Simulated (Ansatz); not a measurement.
Basis-set series for `C[CH2][In]([NH2])[CH](C)C`. The species carries charge 0 and has multiplicity 1. In: def2 effective core potential. Geometry: relaxed with PBE0-D4/def2-TZVP. It is one conformer, not always the lowest.

```xyz
21

C    -2.3427    0.3927    1.9260
C    -0.9200    0.8735    2.1808
In    0.5264    0.3317    0.6638
N     2.3430    1.2018    0.8718
C     0.3959   -0.9658   -1.0816
C     1.6924   -0.9517   -1.8774
C    -0.8024   -0.6159   -1.9560
H    -2.7522    0.8041    0.9995
H    -2.3964   -0.6960    1.8410
H    -3.0223    0.6853    2.7340
H    -0.5415    0.4787    3.1287
H    -0.8868    1.9628    2.2747
H     3.1189    1.0520    0.2482
H     2.5939    1.8450    1.6043
H     0.2432   -1.9744   -0.6803
H     1.9131    0.0451   -2.2718
H     1.6338   -1.6300   -2.7392
H     2.5510   -1.2611   -1.2758
H    -1.7483   -0.6792   -1.4114
H    -0.8729   -1.2959   -2.8153
H    -0.7263    0.3972   -2.3641
```

```tsv
functional	basis	functions	energy (Eh)	HOMO (eV)	LUMO (eV)
PBE0-D4	def2-SVP	180	-443.34515	-6.32	-0.27
PBE0-D4	def2-TZVPP	432	-443.63982	-6.45	-0.45
ωB97M-V	def2-SVP	180	-443.42907	-8.52	1.28
ωB97M-V	def2-TZVPP	432	-443.74073	-8.57	0.84
```

Question: Give the rows for def2-QZVPP. (An estimate is asked.)

Answer: Ansatz gave: 
| functional | basis | functions | energy (Eh) | HOMO (eV) | LUMO (eV) |
| --- | --- | --- | --- | --- | --- |
| PBE0-D4 | def2-QZVPP | 844 | -443.65678 | -6.47 | -0.50 |
| ωB97M-V | def2-QZVPP | 844 | -443.75749 | -8.59 | 0.67 |

Positive LUMOs are unbound and depend on the basis.
